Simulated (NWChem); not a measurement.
The numbers come from NWChem runs, not from measurements. System: CH4O2Si, charge 0, spin multiplicity 1, at a geometry optimised with B3LYP/def2-SVP. The structure started from a generated list of species. Level: MP2/6-31G* (spherical d), 8 core orbitals frozen.

Input file:

```
start mol
memory heap 200 mb stack 900 mb global 1100 mb
geometry units angstroms nocenter noautoz
  O     -1.374121     1.108859     0.000000
  C     -1.358979    -0.093030     0.000000
  O     -0.247616    -0.837320     0.000000
  Si     1.301244    -0.080305     0.000000
  H     -2.266335    -0.733710     0.000000
  H      1.469202     0.736687    -1.227954
  H      1.469202     0.736687     1.227954
  H      2.238292    -1.229521     0.000000
  symmetry group Cs
end
basis spherical
  * library 6-31g*
end
scf
  rhf
  nopen 0
  maxiter 100
  thresh 1e-7
  semidirect memsize 60000000 filesize 0
end
mp2
  freeze core 8
end
task mp2 energy
```

NWChem printed:

```
             Northwest Computational Chemistry Package (NWChem) 7.3.0
             --------------------------------------------------------

                                NWChem Input Module
                                -------------------

 Scaling coordinates for geometry "geometry" by  1.889725989
 (inverse scale =  0.529177249)

 Turning off AUTOSYM since
 SYMMETRY directive was detected!

                             Geometry "geometry" -> ""
                             -------------------------

 Output coordinates in angstroms (scale by  1.889725989 to convert to a.u.)

  No.       Tag          Charge          X              Y              Z
 ---- ---------------- ---------- -------------- -------------- --------------
    1 O                    8.0000    -1.37412100     1.10885900     0.00000000
    2 C                    6.0000    -1.35897900    -0.09303000     0.00000000
    3 O                    8.0000    -0.24761600    -0.83732000     0.00000000
    4 Si                  14.0000     1.30124400    -0.08030500     0.00000000
    5 H                    1.0000    -2.26633500    -0.73371000     0.00000000
    6 H                    1.0000     1.46920200     0.73668700    -1.22795400
    7 H                    1.0000     1.46920200     0.73668700     1.22795400
    8 H                    1.0000     2.23829200    -1.22952100     0.00000000

 Effective nuclear repulsion energy (a.u.)     162.9997086145

            Nuclear Dipole moment (a.u.)
            ----------------------------
        X                 Y               Z
 ---------------- ---------------- ----------------
     0.0000132281     0.0000094486     0.0000000000

      Symmetry information
      --------------------

 Group name             Cs
 Group number              2
 Group order               2
 No. of unique centers     7

      Symmetry unique atoms

     1    2    3    4    5    6    8


 Summary of "ao basis" -> "" (spherical)
 ------------------------------------------------------------------------------
       Tag                 Description            Shells   Functions and Types
[...]
     1   1 0 0      0.313731      0.000000      0.000013
     1   0 1 0     -0.627799      0.000000      0.000009
     1   0 0 1     -0.000000      0.000000      0.000000

     2   2 0 0    -20.673353      0.000000    231.568375
     2   1 1 0      3.309318      0.000000    -36.281606
     2   1 0 1     -0.000000      0.000000      0.000000
     2   0 2 0    -26.750678      0.000000     66.861266
     2   0 1 1     -0.000000      0.000000      0.000000
     2   0 0 2    -23.023733      0.000000     10.769409

                   NWChem MP2 Semi-direct Energy/Gradient Module
                   ---------------------------------------------

  Basis functions       =     68
  Molecular orbitals    =     68
  Frozen core           =      8
  Frozen virtuals       =      0
  Active alpha occupied =     12
  Active beta occupied  =     12
  Active alpha virtual  =     48
  Active beta virtual   =     48
  Use MO symmetry       = T
  Use skeleton AO sym   = T

  AO/Fock/Back tols     =   1.0D-09  1.0D-09  1.0D-09

 GA uses MA = F    GA memory limited = T

 Available:
  local mem=  1.26D+08
 global mem=  1.44D+08
 local disk=  0.00D+00
  mp2_memr nvloc                    48
  nvloc new                    48
   1 passes of  12:        3145728                      24120                   4555388.
   1 passes of  12: M    126153289           G      144169952           F     123007561.

 Semi-direct pass number   1 of   1  for RHF alpha+beta  at        1.7s
  vrange nnbf                  2322
  mp2_eaftype                    17  avail_ma_in_mb                  1099
 EAF : mp2_eaftype filesize          17    2277694.
  mp2_eaf for mointskh                     17
Node 0 wrote     10.7 Mb in      0.0 s     Agg I/O rate:  2035.3 Mb/s
 Done moints_semi at        4.0s
  mp2_eaftype                    17  avail_ma_in_mb                  1082
 EAF : mp2_eaftype filesize          17    2277694.
  mp2_eaf for kh                    17
 Done maket at        4.1s
 Done multipass loop at        4.1s

          -------------------------------------------
          SCF energy                -478.874633040334
          Correlation energy          -0.550198354783
          Singlet pairs               -0.336827483461
          Triplet pairs               -0.213370871322
          Total MP2 energy          -479.424831395117
          -------------------------------------------

          ---------------------------------------------------
                    Spin Component Scaled (SCS) MP2
          Same spin pairs                     -0.142247247548
          Same spin scaling factor             0.333333333333
          Opposite spin pairs                 -0.407951107235
          Opposite spin scaling fact.          1.200000000000
          SCS-MP2 correlation energy          -0.536957077865
          Total SCS-MP2 energy              -479.411590118199
          ---------------------------------------------------

 -----------------------
 Performance information
 -----------------------

 Timer overhead =  2.30D-07 seconds/call

               Nr. of calls         CPU time (s)                 Wall time (s)                GFlops
             ---------------    -------------------     ------------------------------   -------------------
Name         Min   Avg   Max    Min     Avg     Max     Min     Avg     Max   Mx/calls   Min     Max     Sum
mp2: moin     1     1     1    2.3     2.3     2.3      2.3     2.3     2.3     2.3      0.0     0.0     0.0
mp2: make     1     1     1   0.11    0.11    0.11     0.11    0.11    0.11    0.11      0.0     0.0     0.0
mp2: tota     1     1     1    2.5     2.5     2.5      2.5     2.5     2.5     2.5      0.0     0.0     0.0

 The average no. of pstat calls per process was 3.00D+00
 with a timing overhead of 6.89D-07s

 Task  times  cpu:        4.1s     wall:        4.1s

 Total times  cpu:        4.2s     wall:        4.2s
```
